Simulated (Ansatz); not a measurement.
A set of 12 reactions (ligand exchange), with CCSD(T)/CBS values in kJ/mol:

```csv
reaction,ΔE
`[CH3][Ga]([CH3])[BH]Cl` + H–F → `[CH3][Ga]([CH3])[F]` + `BCl`,-123.5
`F[CH](F)[SnH2][SH]` + H₂Se → `[SH][SnH2][SeH]` + `FCF`,-131.4
`[F][AlH][CH](F)[SiH3]` + H₂S → `[F][AlH][SH]` + `FC[SiH3]`,-125.5
`[OH][In]([SH])[Cl]` + HBr → `[OH][In]([SH])[Br]` + HCl,-20.8
`B[CH2][SnH3]` + H₂Se → `[SeH][SnH3]` + `BC`,-62.5
`CO[SiH](F)OC` + `[OH][GeH3]` → `CO[SiH](F)[O][GeH3]` + CH₃OH,-20.8
`B[CH2][GeH2][Cl]` + `N[Si](F)(F)Cl` → `F[Si](F)(Cl)[NH][GeH2][Cl]` + `BC`,-12.3
`C=NC[SiH3]` + `CC(N)S` → `CC(S)N[SiH3]` + `C=NC`,-63.8
`[CH3][In]([F])[Cl]` + H₂Te → `[CH3][In]([F])[TeH]` + HCl,-14.2
`[CH3][AlH][Cl]` + `N=C=O` → `O=C=[N][AlH][Cl]` + CH₄,-148.3
`O[SiH2]N[SiH](O)O` + `O[SiH2][SiH3]` → `O[SiH2]O[SiH2][SiH3]` + `N[SiH](O)O`,-49.6
`[CH3][Sn]([CH3])([F])[F]` + H₂S → `[CH3][Sn]([F])([F])[SH]` + CH₄,-71.0
```

Gas-phase electronic energies from Ansatz, PBE0-D4/def2-TZVP geometries. CCSD(T)/CBS is the MP2 limit (def2-TZVPP, def2-QZVPP) plus CCSD(T) − MP2 in def2-TZVPP, frozen cores. This one scheme is used for every species. DFT in def2-TZVPP. B3LYP here is the variant with VWN-RPA as its local correlation; programs differ in this. Elements past krypton have def2 core potentials. For Br, Ga, Ge, In, Se, Sn, Te outer-core shells are correlated without core-valence functions, which leaves a few kJ/mol of doubt a bond. Scalar relativity is left out up to krypton. Each species was taken in one conformer, which may not be the lowest.

**Question.** Give the mean, mean absolute and largest difference (level minus CCSD(T)/CBS, kJ/mol) for: PBE-D4, r2SCAN-D4, PBE0-D4, ωB97X-V, B2PLYP, PBE, PBE0, B3LYP, MP2/def2-TZVPP, SCS-MP2/def2-TZVPP, CCSD(T)/def2-TZVPP, HF/def2-QZVPP, SCS-MP2/def2-QZVPP, CCSD/CBS(def2). (Estimate.)

**Answer.** The calculation gave: 
| level | mean | mean absolute | largest |
| --- | --- | --- | --- |
| PBE-D4 | 4.6 | 5.6 | 12.9 |
| r2SCAN-D4 | -0.1 | 3.8 | -10.3 |
| PBE0-D4 | 1.5 | 3.0 | 6.2 |
| ωB97X-V | 0.6 | 4.7 | -13.6 |
| B2PLYP | -1.7 | 4.0 | -17.3 |
| PBE | 4.6 | 5.9 | 13.6 |
| PBE0 | 1.6 | 3.9 | 6.9 |
| B3LYP | -1.0 | 5.2 | -19.0 |
| MP2/def2-TZVPP | -1.4 | 2.7 | -6.9 |
| SCS-MP2/def2-TZVPP | -2.0 | 3.5 | -13.7 |
| CCSD(T)/def2-TZVPP | 1.4 | 2.7 | 6.7 |
| HF/def2-QZVPP | -10.9 | 14.6 | -36.4 |
| SCS-MP2/def2-QZVPP | -2.9 | 3.4 | -12.5 |
| CCSD/CBS(def2) | -1.2 | 1.7 | -4.3 |

The largest T1 diagnostic in the set is 0.018, for `N=C=O` (customary mark 0.02).

CCSD(T)/CBS is a level of theory with its own doubt, and the functionals carry their triple-zeta basis error, so these figures describe this set and don't rank the functionals.
